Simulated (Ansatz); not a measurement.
Consider the formal exchange of groups at a Ga–C bond: `[SiH3][CH2][GaH2]` + `[SnH4]` → `[GaH2][SnH3]` + `C[SiH3]`.

Isolated molecules relaxed with PBE0-D4/def2-TZVP in Ansatz; ΔE leaves out vibrations. CBS: MP2 limit from def2 TZ/QZ plus the TZ coupled-cluster correction, frozen cores. This one scheme is used for every species. Functionals use def2-TZVPP. B3LYP here is the variant with VWN-RPA as its local correlation; programs differ in this. def2 core potentials past Kr. For Ga, Sn outer-core shells are correlated without core-valence functions, which leaves a few kJ/mol of doubt a bond. Scalar relativity is left out up to krypton.

Q: Is it downhill or uphill in electronic energy at CCSD(T)/CBS, and by how much? (Best estimate.)

A: Ansatz gave: Downhill: ΔE = -12.9 kcal/mol.

Q: What do these levels give: B3LYP-D4, ωB97M-V, B2PLYP, PBE0, B3LYP, BHLYP, CCSD(T)/def2-SVP, CCSD(T)/def2-TZVPP, HF/def2-QZVPP, MP2/def2-QZVPP, MP2/CBS(def2), CCSD/CBS(def2)? (Estimate.)

A: The calculation gave: B3LYP-D4 -14.0, ωB97M-V -12.7, B2PLYP -13.7, PBE0 -14.4, B3LYP -15.1, BHLYP -14.6, CCSD(T)/def2-SVP -12.5, CCSD(T)/def2-TZVPP -11.7, HF/def2-QZVPP -14.0, MP2/def2-QZVPP -12.3, MP2/CBS(def2) -12.8, CCSD/CBS(def2) -13.4 kcal/mol.

Largest T1 diagnostic among the species: 0.014.

In def2-TZVPP, CCSD(T) changes the Hartree–Fock value by +2.4 kcal/mol (the triples alone add +0.4 kcal/mol) and MP2 by +2.5 kcal/mol. From BLYP to BHLYP (50 % exact exchange), in def2-TZVPP and without D4, ΔE moves by +0.9 kcal/mol. The D4 term adds +1.1 kcal/mol with B3LYP and +0.6 kcal/mol with PBE0; it sums over pairs of atoms, weighted by their polarisabilities, and B3LYP, whose exchange is more repulsive, gets the larger term.
